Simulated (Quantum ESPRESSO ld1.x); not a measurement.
Values are calculated unless marked as measured or tabulated.
All-electron atom: Cr IV in [Ne] 3s1.5 3p6 3d3 4s0.5 (fractional occupations, a model configuration).

Level of theory: scalar-relativistic Kohn-Sham, LDA (Slater exchange, VWN5 correlation), spin-polarised, spherical densities, point nucleus; open shells are filled with parallel spins first (ld1.x of Quantum ESPRESSO 7.5).

Energy parts (eV):
part                     energy
total                 -28437.80
kinetic                28714.09
electron-nucleus      -67017.86
Hartree                11098.53
exchange-correlation   -1232.56

Orbitals (lengths in bohr, moments of r in powers of bohr):
orbital  occ.  eigenvalue (eV)       <r^4>
1s up       1         -5912.91  0.00007641
1s down     1         -5912.56  0.00007640
2s up       1         -712.499     0.01829
2s down     1         -710.607     0.01815
2p up       3         -607.142     0.01427
2p down     3         -605.608     0.01412
3s up       1         -118.550       1.276
3s down   0.5         -114.156       1.306
3p up       3         -89.7270       1.713
3p down     3         -85.4559       1.777
3d up       3         -44.9266       4.042
3d down     0         -40.8964       4.613
4s up     0.5         -31.4487       55.48
4s down     0         -29.4448       62.67
4p up       0         -24.7535       91.17
4p down     0         -23.0688       107.1
5s up       0         -13.5328       882.8
5s down     0         -13.0419       996.2

The highest occupied level is 4s up at -31.449 eV. The configuration is held as typed, so some empty levels lie below it. Summed over all electrons, <r^2> = 15.36 bohr^2, which gives a Langevin (diamagnetic) susceptibility term of -12.2 x 10^-6 cm^3/mol. Spin moment in Bohr magnetons: 4.

Run on one thread of a shared host, so times are rough (Intel(R) Xeon(R) Processor @ 2.60GHz): 0.58 s of CPU time, 1.3 s wall, 30 iterations on 1973 mesh points.
